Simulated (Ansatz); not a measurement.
Ansatz (a program for electronic structure) input file for Cd(F)(GeH3) (CdFGeH3), SMILES [F][Cd][GeH3], PBE/def2-SVPD. The structure is a stationary point at B3LYP-D3(BJ)/def2-SVP. The structure was generated by enumeration; whether it is a known compound was not checked. The def2 effective core potentials stand for the cores of Cd; spin–orbit coupling is left out.

Ansatz 0.2 input:
```yaml
crystal:
  periodic: [false, false, false]
  atoms:
    - {symbol: Cd, position_ang: [0.00000000, -0.00000000, -0.78443497]}
    - {symbol: F, position_ang: [-0.00000000, 0.00000001, -2.73798894]}
    - {symbol: Ge, position_ang: [-0.00000000, 0.00000000, 1.73321171]}
    - {symbol: H, position_ang: [1.25039699, 0.72191704, 2.27733468]}
    - {symbol: H, position_ang: [-1.25039699, 0.72191704, 2.27733469]}
    - {symbol: H, position_ang: [-0.00000000, -1.44383409, 2.27733469]}
basis:
  gaussian:
    orbitals: def2-SVPD
hamiltonian:
  xc: {name: PBE}
```

Output:

```
WARN ansatz: RAYON_NUM_THREADS=1 ignored (pool sized by the plan → 1); use --threads N
Functional definition: PBE
integrals: 0.05 GiB planned
1098 factors; their error is unknown
mean field: 0.34 GiB planned
mean field evaluation 1: about -63823.3990 eV, gradient 5.3e1 eV
mean field evaluation 2: about -63664.1520 eV, gradient 2.6e2 eV
mean field evaluation 4: about -63827.7731 eV, gradient 2.1e1 eV
mean field evaluation 8: about -63828.7309 eV, gradient 1.5e-1 eV
mean field evaluation 16: about -63828.7045 eV, gradient 7.4e-5 eV
mean field -63828.70449089 eV, -2345.6616253904 hartree, gradient 7.4e-5 eV, S^2 0.000000; 0 other end points of the search recorded, 0 dependent functions left out
reference -63828.70453559 eV, -2345.6616270332 hartree; 32, 32 occupied and 87, 87 virtual orbitals, 1098 factors
Total energy: -63828.70453559 eV, -2345.6616270332 hartree
```

The run converged.

Cost: roughly 2.4 core-seconds.
